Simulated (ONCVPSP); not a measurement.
# bismuth: one change to an ONCV potential, before and after

Bi (Z = 83), optimised norm-conserving Vanderbilt (ONCV), made with ONCVPSP 4.0.1 (LDA (Perdew-Zunger), fully relativistic). Core [Kr] 4d10 4f14, reference 5s2 5p6 5d10 6s2 6p3. Waves: 5s+6s: rc 1.25 bohr, ncon 4, nbas 8, qcut 7.5 1/bohr, 2 projectors; 5p+6p: rc 1.25 bohr, ncon 4, nbas 9, qcut 10.5 1/bohr, 2 projectors; 5d: rc 1.85 bohr, ncon 5, nbas 10, qcut 6.6 1/bohr, 2 projectors, debl 2.2 Ha; f scattering state at 0.32 Ha: rc 1.50 bohr, ncon 4, nbas 7, qcut 8.3 1/bohr, 2 projectors, debl 2.7 Ha. Local part: polynomial inside 1.00 bohr (lpopt 5, dvloc0 0 Ha). Core correction: polynomial model core, fcfact 0.4.

Open shells are filled in proportion to 2j + 1.

All-electron outer shells of the reference configuration (LDA (Perdew-Zunger), scalar-relativistic, ld1.x):

```tsv
shell	level (eV)	outermost node (bohr)	outermost maximum (bohr)
4d	-429.90	0.19	0.38
5s	-158.02	0.44	0.77
4f	-152.95	–	0.34
5p	-95.96	0.48	0.86
5d	-27.18	0.51	1.03
6s	-14.76	0.98	1.86
6p	-4.77	1.14	2.44
```

Change: p: qcut 6.8.

Cutoffs: the cutoffs (Ha) at which the residual kinetic energy of the hardest occupied pseudo-wave falls to 1 and 0.1 mHa per electron; they do not see the model core or the augmentation charge, which bear on the density cutoff. Errors are all-electron minus pseudo energies relative to the spin-unpolarised reference configuration.

Problem. How do hardness, ghosts and transferability respond?

Solution. The potential gets harder (43 Ha and 110 Ha → 77 Ha and 172 Ha); of the 4 tests that both files solve, the error grows in 0 and shrinks in 2 by more than 15 % and 0.3 meV (median size 1.0 → 0.4 meV); neither file shows a bound ghost.

| quantity | base | changed |
| --- | --- | --- |
| cutoff, loose | 43 Ha | 77 Ha |
| cutoff, tight | 110 Ha | 172 Ha |
| loose cutoff by channel | s 39 Ha, p 43 Ha, d 23 Ha | s 39 Ha, p 77 Ha, d 23 Ha |
| bound ghosts | none | none |
| GHOST(+) flags under 300 eV | s at 141.1 eV, d5/2 at 257.6 eV | s at 141.1 eV, d5/2 at 257.6 eV |
| error for 5s2 5p6 5d10 6s2 6p2, meV [ΔE 8.31 eV] | +0.6 | +0.6 |
| error for 5s2 5p6 5d10 6s2 6p1, meV [ΔE 24.05 eV] | +1.3 | +0.9 |
| error for 5s2 5p6 5d10 6s2 6p0, meV [ΔE 47.99 eV] | +1.7 | +0.1 |
| error for 5s2 5p6 5d10 6s2 6p2.5, meV [ΔE 3.28 eV] | +0.3 | +0.3 |
| s: phases at 1.27 bohr within 0.05 rad from the reference energy up to (Ha; the scan ends near 5) | 3.0 | 3.0 |
| p3/2: phases at 1.27 bohr within 0.05 rad from the reference energy up to (Ha; the scan ends near 5) | to the end of the scan | to the end of the scan |
| p1/2: phases at 1.27 bohr within 0.05 rad from the reference energy up to (Ha; the scan ends near 5) | to the end of the scan | to the end of the scan |
| d5/2: phases at 1.88 bohr within 0.05 rad from the reference energy up to (Ha; the scan ends near 5) | to the end of the scan | to the end of the scan |
| d3/2: phases at 1.88 bohr within 0.05 rad from the reference energy up to (Ha; the scan ends near 5) | to the end of the scan | to the end of the scan |
| f7/2: phases at 1.53 bohr within 0.05 rad from the reference energy up to (Ha; the scan ends near 5) | to the end of the scan | to the end of the scan |
| f5/2: phases at 1.53 bohr within 0.05 rad from the reference energy up to (Ha; the scan ends near 5) | to the end of the scan | to the end of the scan |
| rms error of d²Exc/dni dnj with the model core, mHa | 2.42 | 2.29 |
